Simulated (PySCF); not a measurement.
## Krypton: a sound run and one with changed settings

Sound run: Kr [Kr], Kr⁺ [Ar] 3d10 4s2 4p5. Calculation: PySCF 2.14, in cc-pVDZ-PP with ECP10MDF (4s3p2d, 23 functions); a scalar-relativistic core potential. The sound run starts from symmetry-adapted Hartree-Fock orbitals and uses a fine grid where one is needed.

Changed run: basis STO-3G, all-electron and non-relativistic. This setting is unsound on purpose.

| species | method | sound run (hartree) | changed run (hartree) | converged |
| --- | --- | --- | --- | --- |
| Kr | UHF | -462.17947 | -2722.70600 | yes |
| Kr | BP86 | -463.72703 | -2724.25079 | yes |
| Kr | LDA | -462.92075 | -2720.14499 | yes |
| Kr⁺ | UHF | -461.69600 | -2722.30230 | yes |
| Kr⁺ | BP86 | -463.20651 | -2723.80993 | yes |
| Kr⁺ | LDA | -462.39513 | -2719.70168 | yes |

Ionisation energy of Kr:

| method | sound run (eV) | changed run (eV) |
| --- | --- | --- |
| UHF | 13.156 | 10.985 |
| BP86 | 14.164 | 11.997 |
| LDA | 14.303 | 12.063 |

A minimal basis cannot let orbitals breathe on ionisation and holds almost no correlation. The Hamiltonian changed with the basis, so the totals do not compare.

For comparison, NIST gives 14.000 eV between the lowest levels.
